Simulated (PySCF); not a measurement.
Static polarisabilities and like-pair C6 coefficients by linear response at CAM-B3LYP/def2-SVPD (PySCF, frozen core in the response, non-relativistic, gas phase), PBE0-D3(BJ)/def2-SVP geometries, one conformer each; atomic units unless stated.

```csv
label,species,α,C6
P,`[NH3+][AlH2-][N]1CCCC1`,95.2,3505
Q,`C#CC1=CC=CC(=C)C=C1`,133.8,5321
R,`[Ca]=[O]`,42.1,332
S,`[SiH3]Cc1cnsc1`,97.5,3478
T,`FC(F)=C(F)C(F)=C(F)F`,58.0,1497
U,`[SiH3][SiH]([SiH3])C1CC1`,124.6,5163
```

Task: Estimate the unlike-pair coefficients by the rule C6(AB) = 2·C6(AA)·C6(BB) / [C6(AA)·αB/αA + C6(BB)·αA/αB], and compare with the geometric mean, for PR, QR, QT, QU, RU, ST, SU and TU.

Result: 
| pair | combination rule | geometric mean | ratio |
| --- | --- | --- | --- |
| PR | 1011 | 1079 | 0.937 |
| QR | 1294 | 1329 | 0.974 |
| QT | 2766 | 2823 | 0.980 |
| QU | 5233 | 5241 | 0.998 |
| RU | 1257 | 1309 | 0.960 |
| ST | 2271 | 2282 | 0.995 |
| SU | 4232 | 4237 | 0.999 |
| TU | 2751 | 2780 | 0.989 |

The rule is exact for one-pole polarisabilities and never exceeds the geometric mean; the two meet where both partners have the same effective excitation energy. These unlike-pair values are estimates, not computed integrals.
